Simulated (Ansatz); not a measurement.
input.yaml

```yaml
crystal:
  periodic: [false, false, false]
  atoms:
    - { symbol: Si, position_ang: [-0.92995, 1.25462, -0.89386] }
    - { symbol: "N", position_ang: [0.31461, 0.38067, -0.35693] }
    - { symbol: Ge, position_ang: [0.78183, -0.99766, 0.70391] }
    - { symbol: H, position_ang: [-2.37325, 1.1918, -0.63467] }
    - { symbol: H, position_ang: [-0.60531, 2.33025, -1.82156] }
    - { symbol: H, position_ang: [0.40269, -0.75109, 2.13983] }
    - { symbol: H, position_ang: [2.26876, -1.12211, 0.60008] }
    - { symbol: H, position_ang: [0.14062, -2.28647, 0.26319] }
basis:
  gaussian: { orbitals: def2-SVP }
hamiltonian:
  xc: lda
relax:
  f_tol: 0.02
  max_steps: 50
output:
  orbitals: {}
```

Launched with:

```bash
$ ansatz run input.yaml --threads 2 --pin off --max-ram 3072MiB --backend cpu --events-out ev --progress --plain --runs-dir out
```

Hardware: 2 threads of Intel(R) Xeon(R) Platinum 8488C (Sapphire Rapids), with other jobs on the host.

Task: Roughly how long does this run take, and how much memory?

Result: 14 s, with a peak of 0.15 GiB, for 19 ionic steps.
